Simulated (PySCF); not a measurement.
These are PySCF with r2SCAN-D4/def2-TZVP values and carry that method's errors. All species are isolated molecules in the gas phase. Excitations are Tamm–Dancoff values on a coarser integration grid. The basis has no diffuse functions, so Rydberg states are missing or too high.

Reference species (SMILES): `[CH3][Al]([CH3])[CH3]` (neutral, multiplicity 1).

The S1 excitation (TDA) comes out as 5.75 eV, the HOMO comes out as -6.54 eV and the LUMO is -0.77 eV.

After one change: the S1 excitation (TDA) drops by 1.14 eV; the HOMO rises by 0.26 eV; the LUMO decreases by 1.10 eV.

Task: Which change was made? The new species is one of these.
A) `[CH3][Al]([SiH3])[SiH3]`
B) `[CH3][Al]([CH3])[SiH3]`
C) `[SiH3][Al]([SiH3])[SiH3]`

Result: B, `[CH3][Al]([CH3])[SiH3]`
